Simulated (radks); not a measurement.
The numbers below are computed, except where a source is named.
Species: Ho III. Configuration: [Xe] 4f11.

Code: a radial shooting solver on a logarithmic mesh with Libxc functionals. Model: scalar-relativistic Kohn-Sham, SCAN, spin-polarised, spherical densities, finite nucleus; open shells are filled with parallel spins first (spin-orbit coupling, left out, can overturn this in heavy ions); meta-GGA in the generalised Kohn-Sham scheme; Fermi nuclear charge, rms radius 5.2022 fm.

Energy parts (eV):
| part | energy |
|---|---|
| total | -343311.69 |
| kinetic | 371241.64 |
| electron-nucleus | -840375.90 |
| Hartree | 133201.68 |
| exchange-correlation | -7379.10 |

Orbitals (lengths in bohr, moments of r in powers of bohr; r(max) is where P^2 peaks):
[
 {"orbital": "1s up", "occ.": "1", "eigenvalue (eV)": "-55580.56", "r(max)": "0.01311"},
 {"orbital": "1s down", "occ.": "1", "eigenvalue (eV)": "-55580.56", "r(max)": "0.01311"},
 {"orbital": "2s up", "occ.": "1", "eigenvalue (eV)": "-9331.699", "r(max)": "0.07454"},
 {"orbital": "2s down", "occ.": "1", "eigenvalue (eV)": "-9331.636", "r(max)": "0.07454"},
 {"orbital": "2p up", "occ.": "3", "eigenvalue (eV)": "-8264.634", "r(max)": "0.06062"},
 {"orbital": "2p down", "occ.": "3", "eigenvalue (eV)": "-8264.587", "r(max)": "0.06062"},
 {"orbital": "3s up", "occ.": "1", "eigenvalue (eV)": "-2105.727", "r(max)": "0.2109"},
 {"orbital": "3s down", "occ.": "1", "eigenvalue (eV)": "-2104.261", "r(max)": "0.2109"},
 {"orbital": "3p up", "occ.": "3", "eigenvalue (eV)": "-1777.364", "r(max)": "0.2075"},
 {"orbital": "3p down", "occ.": "3", "eigenvalue (eV)": "-1775.845", "r(max)": "0.2075"},
 {"orbital": "3d up", "occ.": "5", "eigenvalue (eV)": "-1360.671", "r(max)": "0.1699"},
 {"orbital": "3d down", "occ.": "5", "eigenvalue (eV)": "-1359.436", "r(max)": "0.1698"},
 {"orbital": "4s up", "occ.": "1", "eigenvalue (eV)": "-432.8897", "r(max)": "0.4842"},
 {"orbital": "4s down", "occ.": "1", "eigenvalue (eV)": "-429.6426", "r(max)": "0.4841"},
 {"orbital": "4p up", "occ.": "3", "eigenvalue (eV)": "-324.3065", "r(max)": "0.5056"},
 {"orbital": "4p down", "occ.": "3", "eigenvalue (eV)": "-321.0898", "r(max)": "0.5056"},
 {"orbital": "4d up", "occ.": "5", "eigenvalue (eV)": "-177.3387", "r(max)": "0.5232"},
 {"orbital": "4d down", "occ.": "5", "eigenvalue (eV)": "-174.1071", "r(max)": "0.5232"},
 {"orbital": "4f up", "occ.": "7", "eigenvalue (eV)": "-18.4657", "r(max)": "0.5234"},
 {"orbital": "4f down", "occ.": "4", "eigenvalue (eV)": "-15.4911", "r(max)": "0.5254"},
 {"orbital": "5s up", "occ.": "1", "eigenvalue (eV)": "-65.8874", "r(max)": "1.126"},
 {"orbital": "5s down", "occ.": "1", "eigenvalue (eV)": "-65.2398", "r(max)": "1.135"},
 {"orbital": "5p up", "occ.": "3", "eigenvalue (eV)": "-40.7358", "r(max)": "1.294"},
 {"orbital": "5p down", "occ.": "3", "eigenvalue (eV)": "-40.2772", "r(max)": "1.310"}
]

The highest occupied level is 4f down at -15.491 eV. The density falls to 0.001 e/bohr^3 at r = 3.35 bohr. The spin density at the nucleus is 3.35 e/bohr^3 (1s 0.02, 2s -0.95, 3s -12.36, 4s 4.90, 5s 11.74).
